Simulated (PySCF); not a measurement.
## M(OH)₂ across group 14

Level: PBE0, basis family def2-TZVP, scalar-relativistic core potentials from Rb on and no relativity for lighter atoms.

Each entry is the lowest minimum that a search over a few typed start shapes (and spin states, where more than one is plausible) found, or that minimum re-optimised at the stated level; isomers with ligand–ligand bonds, or fragments after loss of a ligand pair, can lie lower. Open shells are unrestricted; no spin–orbit coupling; PySCF with density fitting.

| molecule | 2S+1 | point group | mean bond to the central atom (Å) | polar-tensor charge of the central atom | distinct angles (°) | atomisation (kJ/mol) | highest ω (cm⁻¹) |
| --- | --- | --- | --- | --- | --- | --- | --- |
| C(OH)₂ | 1 | C2v | 1.317 | 0.58 | 106/105 | 1907 | 3868 |
| Si(OH)₂ | 1 | C2v | 1.649 | 0.84 | 115/97 | 1872 | 3906 |
| Ge(OH)₂ | ? | ? | ? | ? | ? | ? | ? |
| Sn(OH)₂ | 1 | C2v | 1.981 | 1.18 | 119/100 | 1638 | 3883 |

Task: Fill in the row of Ge(OH)₂.

Result: 2S+1: 1; point group: C2v; mean bond to the central atom (Å): 1.790; polar-tensor charge of the central atom: 1.10; distinct angles (°): 119/102; atomisation (kJ/mol): 1725; highest ω (cm⁻¹): 3866.

Left out of the table are members whose search was unfinished or whose lowest solution was spin-contaminated, unstable, very soft or bonded differently.
